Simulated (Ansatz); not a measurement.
```yaml
crystal:
  periodic: [false, false, false]
  atoms:
    - {symbol: O, position_ang: [-1.330537, -1.118511, 0.890692]}
    - {symbol: Si, position_ang: [0.199439, -0.632012, 0.529791]}
    - {symbol: O, position_ang: [0.947063, -1.584451, -0.583545]}
    - {symbol: Si, position_ang: [0.134246, 1.508908, -0.445241]}
    - {symbol: F, position_ang: [-1.222668, 1.573051, -1.316670]}
    - {symbol: H, position_ang: [-2.003273, -0.988358, 0.219205]}
    - {symbol: H, position_ang: [0.907754, -0.692729, 1.834102]}
    - {symbol: H, position_ang: [1.124905, -2.498008, -0.351225]}
    - {symbol: H, position_ang: [0.052912, 2.583708, 0.580058]}
    - {symbol: H, position_ang: [1.273158, 1.797402, -1.354165]}
basis:
  gaussian: {orbitals: def2-TZVP}
hamiltonian: {xc: {name: PBEsol}, dispersion: d3bjatm}
scf: {lower_state_search: light}
output: {forces: true}
```

```sh
$ ansatz run in.yaml --threads 4 --pin off --events-out ev --progress --plain --max-ram 10444MiB
```

Output, abridged:

```
Functional definition: PBEsol
1182 factors; their error is unknown
mean field evaluation 1: about -22577.6050 eV, gradient 8.6e1 eV
mean field evaluation 2: about -22519.1670 eV, gradient 1.9e2 eV
mean field evaluation 4: about -22589.0032 eV, gradient 9.5e0 eV
mean field evaluation 8: about -22589.1947 eV, gradient 2.6e-1 eV
mean field evaluation 16: about -22589.1783 eV, gradient 4.5e-4 eV
mean field -22589.17825274 eV, -830.1369892933 hartree, gradient 3.4e-5 eV, S^2 0.000000; 0 other end points of the search recorded, 0 dependent functions left out
reference -22589.17829619 eV, -830.1369908901 hartree; 29, 29 occupied and 168, 168 virtual orbitals, 1182 factors
Total energy: -22589.26404597 eV, -830.1401421365 hartree
Atom 0 at    -1.330537    -1.118511     0.890692 Å, force     0.150317    -0.174219     0.548094 eV/Å
Atom 1 at     0.199439    -0.632012     0.529791 Å, force     0.047847     0.249122    -0.074770 eV/Å
Atom 2 at     0.947063    -1.584451    -0.583545 Å, force     0.033427     0.446459    -0.381820 eV/Å
Atom 3 at     0.134246     1.508908    -0.445241 Å, force     0.140691    -0.239178     0.161171 eV/Å
Atom 4 at    -1.222668     1.573051    -1.316670 Å, force    -0.312976     0.018812    -0.198898 eV/Å
Atom 5 at    -2.003273    -0.988358     0.219205 Å, force    -0.436946     0.098780    -0.446869 eV/Å
Atom 6 at     0.907754    -0.692729     1.834102 Å, force     0.083990    -0.016186     0.215853 eV/Å
Atom 7 at     1.124905    -2.498008    -0.351225 Å, force     0.121787    -0.601750     0.160278 eV/Å
Atom 8 at     0.052912     2.583708     0.580058 Å, force    -0.008453     0.161550     0.161027 eV/Å
Atom 9 at     1.273158     1.797402    -1.354165 Å, force     0.180316     0.056611    -0.144065 eV/Å
Dipole moment:     0.106310    -0.249309     0.053284 e Å
```

It took 1.1 s on 4 threads of an Intel Xeon 6975P-C on a shared host, with 0.44 GiB of host memory at the peak.
